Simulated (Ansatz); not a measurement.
Stepwise reaction of `C[Si@@H](O)[Si@H](O)Cl` with hydrogen, as a gas-phase model of exchange steps in deposition or etching. ΔE in kJ/mol.

Isolated molecules relaxed with PBE0-D4/def2-TZVP in Ansatz; ΔE leaves out vibrations. CBS: MP2 limit from def2 TZ/QZ plus the TZ coupled-cluster correction, frozen cores. This one scheme is used for every species. DFT in def2-TZVPP. B3LYP here is the variant with VWN-RPA as its local correlation; programs differ in this. One conformer a species, not always the lowest.

```tsv
step	reaction	PBE-D4	B3LYP-D4	ωB97M-V	CCSD(T)/CBS
2	`C[SiH2][SiH](O)Cl` + H₂ → `C[SiH2][SiH2]Cl` + H₂O	75.2	81.5	80.9	77.2
```

(1) Give the row of step 1, `C[Si@@H](O)[Si@H](O)Cl` + H₂ → `C[SiH2][SiH](O)Cl` + H₂O. (An estimate is asked.)

(2) By hand: ΔE of the 2 steps together at CCSD(T)/CBS.

Answers

(1) The calculation gave: 
| step | reaction | PBE-D4 | B3LYP-D4 | ωB97M-V | CCSD(T)/CBS |
| --- | --- | --- | --- | --- | --- |
| 1 | `C[Si@@H](O)[Si@H](O)Cl` + H₂ → `C[SiH2][SiH](O)Cl` + H₂O | 58.5 | 64.6 | 63.8 | 61.0 |

(2) (61.0) + (77.2) = 138.2 kJ/mol, or 69.1 kJ/mol a step.

In ΔE each step is higher than the one before. All are uphill at CCSD(T)/CBS. PBE-D4 differs from CCSD(T)/CBS by -2.5 to -2.0 kJ/mol a step. Isolated molecules leave out the surface, adducts and barriers. Largest T1 diagnostic: 0.011.
